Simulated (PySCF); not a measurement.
# One molecule, several mistakes: AlB2H4O anion

Calculated results; nothing here was measured. They come from PySCF 2.14.0, an open-source quantum chemistry program, on an isolated molecule that a program drew, which may never have been made. The molecule is AlB2H4O anion (charge -1, singlet), drawn as the SMILES string `[BH2][Al]([BH2])[O-]`.

Each row is a Hartree-Fock (HF) and frozen-core CCSD(T) single point in the aug-cc-pV(D+d)Z basis, meant for a local HF minimum. Run 1 is clean. Each other run has one planted mistake out of seven kinds, and not every kind appears here: one electron removed, one electron added, multiplicity raised by two, geometry at a saddle point, minimal basis STO-3G, one bond length entered in bohr, all coordinates scaled. The reference is restricted for singlets and unrestricted otherwise, and also for a bond in bohr. Adding or removing an electron swaps singlet and doublet. Electrons count all cores. HOMO and LUMO are orbital energies over both spins, the gradient is its largest component, and the lowest frequency (negative if imaginary) is given only where the gradient is small. Bond lengths are over the 7 bonds as drawn. T1 is the CCSD diagnostic: over 0.02 (restricted) or 0.045 (unrestricted) a single reference is doubtful.

Geometry of the clean run:
```xyz
8
AlB2H4O anion, angstrom
B     1.1542   -1.6811   -1.0290
Al    1.5833    0.2044    0.0188
B     0.2673    0.5356    1.7495
O     2.7499    1.2435   -0.4369
H     1.6794   -2.7503   -0.7723
H     0.3700   -1.7952   -1.9547
H    -0.7987    1.1243    1.7061
H     0.5130    0.1686    2.8852
```

| run | electrons | basis functions | <S^2> | HOMO (eV) | LUMO (eV) | gradient (hartree/bohr) | lowest frequency (cm^-1) | mean bond (Å) | longest bond (Å) | T1 | HF (hartree) | CCSD(T) (hartree) | mistake |
|---|---|---|---|---|---|---|---|---|---|---|---|---|---|
| 1 | 36 | 137 | 0.000 | -3.85 | 3.11 | 2.8e-05 | 122 | 1.5572 | 2.199 | 0.0247 | -368.43654 | -368.95529 | no fault |
| 2 | 35 | 137 | 0.764 | -9.69 | 0.19 | 6.4e-02 | - | 1.5572 | 2.199 | 0.0371 | -368.40462 | -368.85336 | one electron removed |
| 3 | 36 | 137 | 2.029 | -0.65 | 3.23 | 7.5e-02 | - | 1.5572 | 2.199 | 0.0773 | -368.40950 | -368.90795 | multiplicity raised by two |
| 4 | 36 | 137 | 0.000 | -3.93 | 3.18 | 1.8e-05 | -178 | 1.5633 | 2.222 | 0.0278 | -368.42903 | -368.94954 | ? |
| 5 | 36 | 137 | 0.565 | -4.11 | 3.09 | 2.3e-02 | - | 1.7121 | 2.303 | 0.0641 | -368.33216 | -368.85538 | ? |

**Which mistake was planted in run 4, and what did it cost?**

The gradient is small, so the point is stationary, but the lowest frequency is imaginary (-178 cm^-1). So the mistake is: geometry at a saddle point. Subtracting run 1 and multiplying by 627.51 kcal/mol a hartree, the energy moved by 4.7 kcal/mol in HF and 3.6 kcal/mol in CCSD(T).

**Which mistake was planted in run 5, and what did it cost?**

The mean bond changes by a factor of 1.099 and the longest by 1.047, so the molecule wasn't scaled as a whole. A length L in bohr read as angstrom grows by (1/0.5292 - 1) L = 0.890 L. The 7 bonds together grew by 7 x 0.1549 = 1.084 Å, which gives L = 1.219 Å. That is the length of one of the B-H bonds, 1.219 Å in the clean geometry. So the mistake is: one bond length entered in bohr. Subtracting run 1 and multiplying by 627.51 kcal/mol a hartree, the energy moved by 65.5 kcal/mol in HF and 62.7 kcal/mol in CCSD(T).

Cautions from the logs. Run 1: T1 is over the limit, so its CCSD(T) energy is less reliable; run 3: T1 is over the limit, so its CCSD(T) energy is less reliable; run 4: T1 is over the limit, so its CCSD(T) energy is less reliable; run 5: T1 is over the limit, so its CCSD(T) energy is less reliable.
